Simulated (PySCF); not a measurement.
Species: C3H4AlN.
SMILES with atom numbers: `[CH:1]#[C:2][AlH2-:3][N+:4]#[CH:5]` (hydrogens: H6 on C1; H7, H8 on Al3; H9 on C5)
Bond orders are those of one Lewis drawing.

Computed by this run: PBE0-D3(BJ)/def2-SVP geometry optimisation, gas phase (PySCF); density fitting, grid level 1; the optimiser is geomeTRIC in internal coordinates, started from a GFN2-xTB structure with every atom displaced at random (about 0.01 Å).

Step 0: E = -11245.7902 eV
```
atom  x, y, z in Å  |  force x, y, z in eV/Å
C1     -2.8496   -0.1372   -0.1022   -2.943  -0.823  -0.350
C2     -1.7225    0.2338    0.0204    3.172   1.031   0.359
Al3     0.0868    0.8935    0.2489   -0.038  -0.049   0.024
N4      1.3200   -0.6655   -0.1989   -4.452   2.299   0.434
C5      2.3143   -1.1565   -0.2926    3.671  -2.053  -0.375
H6     -3.8767   -0.4206   -0.2242   -0.091  -0.118   0.003
H7      0.7299    1.0260    1.6942   -0.181   0.054   0.264
H8      0.7906    1.8136   -0.8324   -0.177   0.212  -0.228
H9      3.2658   -1.6033   -0.3467    1.038  -0.553  -0.132
```

Step 1: E = -11246.0211 eV
```
atom  x, y, z in Å  |  force x, y, z in eV/Å
C1     -2.8418   -0.1382   -0.1074    0.284   0.124   0.016
C2     -1.6820    0.2336    0.0111   -0.238  -0.111  -0.052
Al3     0.0974    0.9340    0.2545    0.134   0.070   0.072
N4      1.3726   -0.6447   -0.1880    0.797  -0.268  -0.042
C5      2.3605   -1.2298   -0.3084   -0.745   0.346   0.105
H6     -3.8643   -0.4450   -0.2141   -0.105  -0.069  -0.011
H7      0.6176    1.1088    1.7553   -0.043  -0.018   0.018
H8      0.7003    1.9262   -0.8413   -0.070  -0.010  -0.054
H9      3.2982   -1.7611   -0.3952   -0.014  -0.063  -0.052
```

Q: Estimate the geometry and energy of step 2. (The exact step hangs on the optimiser's Hessian estimate; all steps are aligned on step 1, rigid shifts and turns removed.)

A: E = -11246.0393 eV, largest force 0.268 eV/Å
```
atom  x, y, z in Å  |  force x, y, z in eV/Å
C1     -2.8142   -0.1557   -0.1155   -0.018   0.004  -0.016
C2     -1.6649    0.2385    0.0142   -0.012  -0.024  -0.006
Al3     0.1068    0.9660    0.2707    0.067   0.016   0.024
N4      1.3761   -0.6184   -0.1722    0.257   0.065   0.039
C5      2.3350   -1.2374   -0.3080   -0.201  -0.014   0.006
H6     -3.8295   -0.4927   -0.2325    0.022  -0.013   0.002
H7      0.6186    1.1477    1.7737   -0.039  -0.009   0.003
H8      0.6898    1.9532   -0.8408   -0.049  -0.005  -0.024
H9      3.2409   -1.8174   -0.4232   -0.027  -0.022  -0.028
```

The energy changes by -0.0182 eV. The first-order estimate −F·Δx gives -0.0226 eV and the mean of the old and new forces, exact on a quadratic surface, -0.0183 eV. The step makes an angle of 82° with the force vector and moves no atom by more than 0.085 Å.

What follows is the cost of the whole optimisation. Hardware: Arm Neoverse V1, one thread, no GPU, shared host with 32 logical CPUs at a one-minute load of 31. Cost: 25 s of wall time, 0.38 GiB resident at most.
